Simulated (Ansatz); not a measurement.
Reaction (redistribution): `N[Si](N)(N)O` + `[O]=[Mo](=[O])([OH])[Cl]` → `N[Si](N)(O)O` + `[NH2][Mo](=[O])(=[O])[Cl]`

Computed with Ansatz on PBE0-D4/def2-TZVP structures; ΔE is electronic, products minus reactants. CCSD(T)/CBS is the MP2 limit (def2-TZVPP, def2-QZVPP) plus CCSD(T) − MP2 in def2-TZVPP, frozen cores. Functionals use def2-TZVPP. Elements past krypton have def2 core potentials. For Mo outer-core shells are correlated without core-valence functions, which leaves a few kJ/mol of doubt a bond. One conformer a species, not always the lowest.

```json
{"species": "`N[Si](N)(N)O`", "PBE0 energy (Eh)": "-533.07990"}
{"species": "`[O]=[Mo](=[O])([OH])[Cl]`", "PBE0 energy (Eh)": "-754.58856"}
{"species": "`N[Si](N)(O)O`", "PBE0 energy (Eh)": "-552.96316"}
{"species": "`[NH2][Mo](=[O])(=[O])[Cl]`", "PBE0 energy (Eh)": "-734.71591"}
```

Problem. Work out ΔE.

Solution. ΔE = (-552.96316) + (-734.71591) − (-533.07990) − (-754.58856) = -0.01061 Eh = -27.9 kJ/mol. CCSD(T)/CBS gives -30.9 kJ/mol.

Largest T1 diagnostic among the species: 0.024, so the coupled-cluster value is less sure than usual.

From r2SCAN to r2SCAN0 (25 % exact exchange), in def2-TZVPP and without D4, ΔE moves by −3.6 kJ/mol. Leaving LDA and LC-ωPBE aside and taking each functional with its dispersion term where it has one, the values, not all of them listed here, spread over 9.8 kJ/mol, from BHLYP-D4 to revPBE-D4. LDA lies −3.1 kJ/mol from PBE without D4. In def2-TZVPP, CCSD(T) changes the Hartree–Fock value by +3.1 kJ/mol (the triples alone add +1.1 kJ/mol) and MP2 by +3.4 kJ/mol.
